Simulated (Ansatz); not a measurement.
Saddle point of SnH5ClO, closed shell (SnH₄O ([OH][SnH3]) + HCl → SnH₃Cl ([Cl][SnH3]) + H₂O; bonds formed: Sn1–Cl7, O2–H6; bonds broken: Sn1–O2, H6–Cl7), PBE0-D4/def2-TZVP structure:

```
8
angstrom
Sn -0.7238 -0.2004 -0.6268
O 0.4054 -0.3759 1.1232
H 0.0643 -1.1490 -1.7744
H -1.0592 1.4280 -0.9306
H -2.1056 -0.9878 0.0145
H 1.2899 0.2366 0.7013
Cl 2.0918 1.0291 -0.4277
H 0.0371 0.0193 1.9205
```

Energies are electronic, without zero-point energy. Barriers and step energies count from the start structure reached by relaxing down the imaginary mode; all methods use the PBE0-D4 structures, on which another method's saddle can fall below an end. Program: Ansatz 0.2.0. Basis: def2-TZVPP, with def2-QZVPP for the basis limit. Cores are frozen in the correlated methods. Filled d shells of the heavier atoms are correlated. Core potentials replace the inner electrons of the atoms past krypton. The def2 sets are not built for correlating such inner shells, so the correlated values are less sure here. B3LYP uses VWN-RPA correlation. Extrapolation: Hartree–Fock as exp(−7.88 √X), correlation as X^−2.97.

| method | barrier (kcal/mol) | step energy (kcal/mol) |
| --- | --- | --- |
| SPW92 | -1.31 | -12.63 |
| PBE-D4 | 2.43 | -14.42 |
| BLYP-D4 | 4.44 | -13.72 |
| r2SCAN-D4 | 2.45 | -15.27 |
| B97M-V | 4.72 | -16.53 |
| PBE0-D4 | ? | -16.20 |
| B3LYP-D4 | 4.84 | -15.20 |
| r2SCAN0-D4 | 3.05 | -16.72 |
| BHLYP-D4 | 5.61 | -17.23 |
| CAM-B3LYP-D4 | 5.31 | -14.65 |
| wB97X-V | 5.01 | -16.00 |
| wB97M-V | 4.20 | -16.85 |
| B2PLYP | 5.87 | -14.88 |
| PBE-QIDH | 4.45 | -16.39 |
| RPA on PBE | ? | -14.60 |
| HF | 9.89 | -19.62 |
| MP2 | ? | -15.14 |
| CCSD | 7.40 | -16.00 |
| CCSD(T) | 6.59 | -15.33 |

Fill in the withheld barriers. (To be estimated.)

Computed: PBE0-D4 3.23; MP2 5.61; RPA on PBE 7.49 kcal/mol. Each is the energy of the saddle less that of the start structure, by the same method.

For comparison, the barrier by CCSD(T) at an estimated basis limit (MP2 extrapolated from triple and quadruple zeta, plus CCSD(T) − MP2 in triple zeta) is 4.72 kcal/mol.

The T1 diagnostic stays at or below 0.013.

Hydrogen chloride, the by-product of chloride precursors, can attack films and sites by steps of this kind.

Labels in which every atom is bracketed show which atoms are joined, not bond orders.

For scale, one of the runs: CCSD(T)/def2-TZVPP, 193 basis functions, launched by `ansatz run in.yaml --threads 4 --pin off --events-out ev --progress --plain --max-ram 9574MiB`. The run took 120 s on 4 CPU threads of an AMD EPYC (shared host), with 2.4 GiB of host memory at its peak.
